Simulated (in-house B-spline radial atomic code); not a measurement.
**Se VIII (Se7+): [Ne] 3s2 3p5 3d9 6g1 (an excited or competing configuration)**

All numbers are computed (Dirac-Hartree-Fock, average of configuration; Fermi nucleus of rms radius 4.14 fm) with an all-electron radial atomic-structure program (B-spline basis), not measured.

Effective charges: Z_r = [3n² - l(l+1)]/(2<r>) from the radius, Z_e = n√(-2ε) from the energy, and Slater's rules. Values are occupation-weighted means over j. An effective charge above Z reflects the relativistic contraction of the inner shells.

```csv
shell,electrons,ε (eV),<r> (bohr),Z_r,Z_e,Slater
1s,2,-12910,0.04406,34.05,30.80,33.70
2s,2,-1856.7,0.1948,30.80,23.36,29.85
2p,6,-1648,0.171,29.24,22.01,29.85
3s,2,-395.11,0.56,24.11,16.17,23.10
3p,5,-329.71,0.5688,21.98,14.77,23.10
3d,9,-217.75,0.5726,18.34,12.00,14.20
6g,1,-24.213,5.489,8.02,8.00,-
```

The least bound orbital is 6g9/2 at -24.21 eV, and it is also the most diffuse (<r> = 5.489 bohr).

Spin-orbit splittings of the orbital energies (j = l + 1/2 above j = l - 1/2 when positive): 2p 42.25 eV, 3p 6.522 eV, 3d 1.048 eV, 6g 0.0005311 eV.

For the 1s electron the small component carries 1.52 % of the norm, the zero-frequency Breit interaction raises the level by 19.58 eV, self-energy by 10.31 eV, and vacuum polarisation lowers it by 1.033 eV.
